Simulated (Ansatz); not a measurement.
Kohn–Sham single points on `ClC1(Br)CO1`.

```yaml
crystal:
  periodic: [false, false, false]
  atoms:
    - {symbol: Cl, position_ang: [-2.086787, 0.313024, 0.200599]}
    - {symbol: C, position_ang: [-0.344484, 0.423969, 0.213919]}
    - {symbol: Br, position_ang: [0.309460, 1.445653, 1.701548]}
    - {symbol: C, position_ang: [0.470660, -0.633432, -0.356928]}
    - {symbol: O, position_ang: [0.263984, 0.646380, -0.987535]}
    - {symbol: H, position_ang: [-0.022595, -1.466446, -0.847281]}
    - {symbol: H, position_ang: [1.471062, -0.797149, 0.029877]}
basis:
  gaussian: {orbitals: def2-TZVPP}
hamiltonian: {xc: {name: wB97M-V}}
output: {forces: true, orbitals: {seedname: orbitals}}
```

```sh
$ ansatz run in.yaml --threads 4 --pin off --events-out ev --progress --plain --max-ram 10444MiB
```

Output, abridged:

```
Functional definition: wB97M-V
1347 factors; their error is unknown
239 factors; integrals over basis functions are off by at most 2.5e-5 eV
mean field evaluation 1: about -86714.4707 eV, gradient 3.7e1 eV
mean field evaluation 2: about -86714.0407 eV, gradient 4.4e1 eV
mean field evaluation 4: about -86717.0954 eV, gradient 1.9e0 eV
mean field evaluation 8: about -86717.1090 eV, gradient 6.7e-2 eV
mean field evaluation 16: about -86717.3652 eV, gradient 3.1e-4 eV
mean field -86717.36516349 eV, -3186.8043906170 hartree, gradient 6.7e-5 eV, S^2 0.000000; 0 other end points of the search recorded, 0 dependent functions left out
reference -86717.36520273 eV, -3186.8043920590 hartree; 37, 37 occupied and 174, 174 virtual orbitals, 1347 factors
Total energy: -86717.36520273 eV, -3186.8043920590 hartree
Atom 0 at    -2.086787     0.313024     0.200599 Å, force    -0.115858    -0.010395    -0.019567 eV/Å
Atom 1 at    -0.344484     0.423969     0.213919 Å, force    -0.006274     0.028828     0.236001 eV/Å
Atom 2 at     0.309460     1.445653     1.701548 Å, force     0.006557    -0.005986    -0.026156 eV/Å
Atom 3 at     0.470660    -0.633432    -0.356928 Å, force     0.120374    -0.303194     0.019701 eV/Å
Atom 4 at     0.263984     0.646380    -0.987535 Å, force     0.053217     0.185379    -0.227645 eV/Å
Atom 5 at    -0.022595    -1.466446    -0.847281 Å, force     0.040989     0.082769     0.049033 eV/Å
Atom 6 at     1.471062    -0.797149     0.029877 Å, force    -0.099006     0.022598    -0.031368 eV/Å
Dipole moment:     0.158974    -0.397905     0.016634 e Å
```

Hardware: 4 threads of an Arm Neoverse V1 on a shared host. Wall time 13 s, peak host memory 0.79 GiB.

With the line `hamiltonian: {xc: {name: B2PLYP}}` and no forces (abridged; 5.5 s):

```
Functional definition: B2PLYP
mean field evaluation 16: about -86696.9047 eV, gradient 6.3e-5 eV
mean field -86696.90470695 eV, -3186.0524827078 hartree, gradient 7.7e-6 eV, S^2 0.000000
17 core orbitals not correlated: weight in the atoms' cores, before any rotation towards them, 1.000 or more for the frozen orbitals, at most 0.000 for the correlated occupied ones
second order -33.80119619 eV of doubles, -0.00000000 eV of singles
Total energy: -86706.03118597 eV, -3186.3878746256 hartree
```

With the line `hamiltonian: {xc: {name: revPBE}, dispersion: d4}` and no forces (abridged; 2.1 s):

```
Functional definition: revPBE
mean field evaluation 16: about -86713.7994 eV, gradient 1.1e-4 eV
mean field -86713.79941830 eV, -3186.6733518982 hartree, gradient 5.2e-5 eV, S^2 0.000000
Total energy: -86714.39377703 eV, -3186.6951941787 hartree
```

Changing it to `hamiltonian: {xc: {name: B97M-V}}` and no forces (abridged; 10 s):

```
Functional definition: B97M-V
mean field evaluation 16: about -86706.8238 eV, gradient 1.0e-3 eV
mean field -86706.82378072 eV, -3186.4170019454 hartree, gradient 2.0e-5 eV, S^2 0.000000
Total energy: -86706.82382931 eV, -3186.4170037312 hartree
```

Changing it to `hamiltonian: {xc: {name: BHLYP}, dispersion: d4}` and no forces (abridged; 3.5 s):

```
Functional definition: BHLYP
mean field evaluation 16: about -86720.3798 eV, gradient 2.1e-4 eV
mean field -86720.37983977 eV, -3186.9151779270 hartree, gradient 2.3e-5 eV, S^2 0.000000
Total energy: -86720.62540840 eV, -3186.9242024077 hartree
```

The same input with `hamiltonian: {xc: {name: BLYP}, dispersion: d4}` and no forces (abridged; 2.1 s):

```
Functional definition: BLYP
mean field evaluation 16: about -86722.6358 eV, gradient 1.1e-4 eV
mean field -86722.63581201 eV, -3186.9980833775 hartree, gradient 4.1e-5 eV, S^2 0.000000
Total energy: -86723.06987805 eV, -3187.0140350103 hartree
```
